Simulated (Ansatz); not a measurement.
Two isomers of C2H8O3Si2: A = `C=C[SiH](O)O[SiH2]O`, B = `C=C[SiH](O)[SiH](O)O`.

Isolated molecules relaxed with PBE0-D4/def2-TZVP in Ansatz; ΔE leaves out vibrations. CBS: MP2 limit from def2 TZ/QZ plus the TZ coupled-cluster correction, frozen cores. DFT in def2-TZVPP. B3LYP here is the variant with VWN-RPA as its local correlation; programs differ in this. Each species was taken in one conformer, which may not be the lowest.

A:

```xyz
15

C    -0.642    1.483    1.829
C     0.583    1.375    1.322
Si    1.144   -0.103    0.371
O     1.696    0.447   -1.085
O    -0.112   -1.125    0.158
Si   -1.243   -1.450   -0.981
O    -0.686   -1.106   -2.483
H    -0.963    2.356    2.390
H    -1.380    0.696    1.703
H     1.284    2.193    1.480
H     2.228   -0.857    1.048
H     2.335   -0.106   -1.538
H    -2.450   -0.647   -0.654
H    -1.546   -2.896   -0.971
H    -0.246   -0.259   -2.588
```

B:

Z-matrix (Å, degrees):
```
Si
C 1 1.859
Si 1 2.351 2 116.8
O 1 1.668 2 112.9 3 114.0
H 1 1.495 2 107.3 3 -126.2
C 2 1.332 1 123.7 3 -7.8
H 2 1.091 1 118.4 3 171.0
O 3 1.652 1 107.9 2 21.1
O 3 1.647 1 105.4 2 142.4
H 3 1.487 1 116.7 2 -101.7
H 4 0.958 1 118.5 2 62.0
H 6 1.087 2 121.8 1 178.9
H 6 1.086 2 121.7 1 -1.0
H 8 0.959 3 117.2 1 -178.7
H 9 0.962 3 114.4 1 -27.5
```

**Question.** Which isomer does CCSD(T)/CBS put lower? Give the gap. (Estimate.)

**Answer.** Ansatz gave: A, by 151.7 kJ/mol.

**Question.** Give E(B) − E(A) in kJ/mol with B3LYP, CCSD/def2-TZVPP, PBE0-D4, PBE-D4, MP2/def2-TZVPP, HF/def2-TZVPP, B2PLYP. (Best estimate.)

**Answer.** Ansatz gave: B3LYP 148.2, CCSD/def2-TZVPP 156.7, PBE0-D4 134.1, PBE-D4 122.3, MP2/def2-TZVPP 158.1, HF/def2-TZVPP 178.9, B2PLYP 153.6. None reverses the order clearly.

Largest T1 diagnostic: 0.012.

From PBE to PBE0 (25 % exact exchange), in def2-TZVPP and without D4, E(B) − E(A) moves by +11.8 kJ/mol. In def2-TZVPP, CCSD(T) changes the Hartree–Fock value by −26.2 kJ/mol (the triples alone add −4.0 kJ/mol) and MP2 by −20.8 kJ/mol.
